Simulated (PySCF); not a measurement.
As²⁺: ionisation energy

As²⁺ [Ar] 3d10 4s2 4p1 (2P) → As³⁺ [Ar] 3d10 4s2 (1S), as a difference of total energies. Computed with PySCF 2.14 in aug-cc-pVQZ-PP with ECP10MDF (7s6p5d3f2g, 89 functions), with a scalar-relativistic core potential. Correlated levels: valence: 3s2 3p6 3d10 frozen. The calculations carry no spin-orbit coupling.

```tsv
method	ionisation energy (eV)
UHF	27.487
MP2 (valence)	27.780
SCS-MP2 (valence)	27.773
CCSD (valence)	27.850
CCSD(T) (valence)	27.872
```

Task: How much does correlation contribute at CCSD(T) (valence)?

Result: 27.872 − (27.487) = 0.385 eV, measured against UHF.

The reference lies between the lowest fine-structure levels, while these numbers refer to the centres of the terms.

Errors of the correlated levels include the incompleteness of this basis and the frozen core.

For comparison: 28.349 ± 0.012 eV (measured; NIST Atomic Spectra Database, ionization energies).
